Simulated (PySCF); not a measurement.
## First hyperpolarisability: `CB(C)C1=C[C@@H]2C=C[C@H]1C2`, C9H13B

Geometry:
```csv
atom,x (Å),y (Å),z (Å)
C1,-2.273,0.990,-1.140
B2,-1.558,0.243,0.052
C3,-2.369,-0.100,1.357
C4,-0.066,-0.149,-0.100
C5,0.752,-0.646,0.854
C6,2.157,-0.783,0.274
C7,2.650,0.639,-0.024
C8,1.866,1.128,-0.990
C9,0.846,0.040,-1.336
C10,1.756,-1.197,-1.163
H11,-3.292,1.340,-0.922
H12,-2.332,0.302,-2.004
H13,-1.673,1.846,-1.495
H14,-2.765,0.832,1.799
H15,-3.265,-0.688,1.085
H16,-1.822,-0.649,2.137
H17,0.487,-0.876,1.889
H18,2.851,-1.429,0.827
H19,3.449,1.145,0.520
H20,1.881,2.129,-1.421
H21,0.326,0.160,-2.294
H22,2.610,-1.216,-1.857
H23,1.205,-2.149,-1.204
```

Method: quadratic response CAM-B3LYP/def2-SVPD first hyperpolarisability, Taylor convention, gas phase (PySCF 2.14.0). Geometry: PBE0-D3(BJ)/def2-SVP.

(1) Give β for the processes computed.

(2) Which lowest excitations, dipole and polarisabilities go with it?

Answers

(1) In au, Taylor convention; the vector part is βᵢ = ⅓ Σⱼ (βᵢⱼⱼ + βⱼᵢⱼ + βⱼⱼᵢ); β∥ is 3/5 of the vector part along the dipole, the dipole points from − to +:
```csv
process,λ (nm),β vector norm,β∥,β HRS,depolarisation ratio
"static β(0;0,0)",∞,321.5,187.5,139.4,4.34
"second harmonic β(−2ω;ω,ω)",1907,349.3,203.8,151.1,4.38
"Pockels β(−ω;ω,0)",1907,330.4,192.7,–,–
"second harmonic β(−2ω;ω,ω)",1064,427.5,249.3,184.0,4.45
"Pockels β(−ω;ω,0)",1064,351.4,205.0,–,–
```

(2) S1 4.55 eV (f = 0.033); S2 5.36 eV (f = 0.081); S3 5.77 eV (f = 0.006); dipole 0.68 D; isotropic α 111.6 au static, 112.0 au at 1907 nm, 112.7 au at 1064 nm, 113.0 au at 953.5 nm, 116.3 au at 532 nm.
